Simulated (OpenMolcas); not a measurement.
## Mo2+: effect of the active space

```json
{
  "Program": "OpenMolcas",
  "Method": "SS-CASPT2 or its RAS form, IPEA 0.25 Eh, imaginary shift 0.1 Eh",
  "Basis": "ANO-RCC-VQZP",
  "Scalar Hamiltonian": "DKH2, point nucleus",
  "Spin-orbit coupling": "state interaction with AMFI integrals over the reference wave functions, term energies averaged over their components"
}
```

A. 4 electrons in 5 orbitals (4d); 2S+1 = 5 even, 5 roots; 2S+1 = 3 even, 45 roots; 2S+1 = 1 even, 50 roots; closed shells correlated: 4s 4p; CASPT2 step of the order of 90 core-seconds
B. 4 electrons in 6 orbitals (4d 5s); 2S+1 = 5 even, 15 roots; 2S+1 = 3 even, 95 roots kept (CI in the orbitals of an earlier block); 2S+1 = 1 even, 90 roots kept (CI in the orbitals of an earlier block); closed shells correlated: 4s 4p; CASPT2 step roughly 100 core-seconds
C. 10 electrons in 8 orbitals (RAS1 4p, at most 2 holes; RAS2 4d); 2S+1 = 5 even, 5 roots; 2S+1 = 3 even, 45 roots; 2S+1 = 1 even, 50 roots; closed shells correlated: 4s; CASPT2 step of the order of 2.1 core-minutes
D. 4 electrons in 10 orbitals (4d 5d); 2S+1 = 5 even, 5 roots; 2S+1 = 3 even, 45 roots; 2S+1 = 1 even, 49 roots; closed shells correlated: 4s 4p; CASPT2 step roughly 21 core-minutes

Energies in eV above 4d4 5D0, the measured ground level; measured values from Sugar and Musgrove, J. Phys. Chem. Ref. Data 17, 155 (1988).

```
            Level       A       B       C       D  Measured
          4d4 5D0  0.0000  0.0000  0.0000  0.0000    0.0000
          4d4 5D1  0.0298  0.0313  0.0310  0.0302    0.0300
          4d4 5D2  0.0824  0.0862  0.0858  0.0835    0.0829
          4d4 5D3  0.1509  0.1574  0.1569  0.1531    0.1518
          4d4 5D4  0.2305  0.2400  0.2397  0.2344    0.2321
       4d4 3P0(1)   1.448   1.438   1.498   1.409    1.3823
       4d4 3P1(1)   1.602   1.596   1.661   1.564    1.5511
          4d4 3H4   1.619   1.653   1.631   1.620    1.5721
          4d4 3H5   1.687   1.727   1.703   1.692    1.6460
          4d4 3H6   1.750   1.793   1.766   1.760    1.7124
4d4 3F3(1) [74 %]   1.801   1.813   1.839   1.787    1.7294
       4d4 3F2(1)   1.804   1.811   1.846   1.784    1.7269
       4d4 3P2(1)   1.833   1.834   1.902   1.798    1.7801
       4d4 3F4(1)   1.838   1.857   1.882   1.828    1.7725
   4d4 3G3 [74 %]   2.038   2.065   2.078   2.035    1.9678
          4d4 3G4   2.088   2.119   2.128   2.091    2.0188
          4d4 3G5   2.135   2.171   2.173   2.144    2.0723
          4d4 3D3   2.505   2.520   2.556   2.497    2.4162
          4d4 3D2   2.518   2.533   2.566   2.507    2.4272
          4d4 1I6   2.519   2.557   2.508   2.561    2.5157
          4d4 3D1   2.557   2.574   2.610   2.545          
       4d4 1G4(1)   2.660   2.688   2.691   2.683    2.5555
       4d4 1D2(1)   3.010   2.982   3.033   2.997    2.8276
          4d4 1F3   3.436   3.446   3.464   3.448
```

Deviations, from unrounded energies. A percentage is the sum of absolute deviations over the sum of measured energies, with the sign that they share, or ± where signs differ.

```json
{"Against measurement": "mean absolute deviation (cm-1)", "Levels": "21", "A": "450", "B": "580", "C": "700", "D": "420"}
{"Against measurement": "fine structure of the ground term (%)", "Levels": "4", "A": "-0.6", "B": "+3.6", "C": "+3.4", "D": "+0.9"}
{"Against measurement": "other terms of the ground configuration (%)", "Levels": "17", "A": "+3.5", "B": "+4.4", "C": "±5.3", "D": "+3.2"}
```

D lies closest to measurement on these levels and C furthest from it. The largest miss of D in the table is 4d4 1D2(1), by +1400 cm-1. The ranking rests on the paired levels alone, and a cruder setting can come out closer through cancelling errors.

The spin-orbit steps hold different terms of 4d4 (D lacks a 1S), which shifts levels as well.

The two smallest mean deviations differ by little beside CASPT2's spread within terms, so their order carries little weight.

Among A to D the level of the table that moves most is 4d4 3P2(1), by 830 cm-1 (lowest in D, highest in C). Moves below CASPT2's spread within the term are not significant.

CASPT2 breaks the degeneracy within a term, and the mean is taken; among the terms shown or strongly mixed into the levels shown the widest spread is 280 cm-1 (4d4 1G(1), A). Levels of configurations with an s electron are missing; early in the row they begin among the upper levels of the d shell and mix with terms of their name (holds for A). Terms from blocks run as CI alone lack orbitals of their own (holds for B). Configurations are named by rounded mean occupations; where the s occupation lies near a half they are strongly mixed, a name can repeat and a true partner stay unpaired (holds for B). The CASPT2 spread within a term exceeds the gap to the next term for 4d4 1I and 4d4 3D, so the order of their levels is uncertain (holds for B). Active for correlation alone: 4p; no level in the range computed is led by a configuration that opens it, so any true level of that kind is missing (holds for C). Active for correlation alone: 5d; no level in the range computed is led by a configuration that fills it, so any true level of that kind is missing (holds for D). Measured partners are found by configuration, term and J. A level has none where our copy of the source lacks it or the pairing is in doubt (some pairs that miss far off the trend of their configuration count as doubtful), and it then counts in no deviation. Levels of configurations outside the active space are missing. The table leaves out levels that lie high or whose names do not pair safely across all columns.

A share in square brackets marks a mixed level and gives the weight of the term that names it, the lowest over the columns. A number in round brackets counts repeated terms of one configuration in the order of the reference energies.
